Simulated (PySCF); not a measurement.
H4Cl2Ga2, singlet (B3LYP/def2-SVP optimised geometry):

```
8

Ga    -0.673    -1.574     0.000
Ga     0.673     1.572     0.000
Cl    -0.002     0.000     1.691
H     -2.230    -1.577     0.000
H      0.402    -2.700     0.000
Cl    -0.001    -0.001    -1.691
H     -0.400     2.700     0.000
H      2.230     1.572     0.000
```

Calculation: B3LYP/def2-TZVP (PySCF).

Question: What are the frontier orbital energies and the dipole moment?

Answer: HOMO-2 -9.18 eV, HOMO-1 -9.01 eV, HOMO -8.26 eV, LUMO -1.26 eV, LUMO+1 -0.75 eV; dipole moment 0.00 D.

On the same geometry PBE/def2-TZVP in PySCF gives HOMO-2 -8.09 eV, HOMO-1 -7.91 eV, HOMO -7.18 eV, LUMO -1.82 eV, LUMO+1 -1.38 eV; dipole moment 0.00 D.

Meta-Löwdin charges at B3LYP/def2-TZVP: Ga1 0.36, Ga2 0.36, Cl3 -0.24, H4 -0.06, H5 -0.06, Cl6 -0.24, H7 -0.06, H8 -0.06.
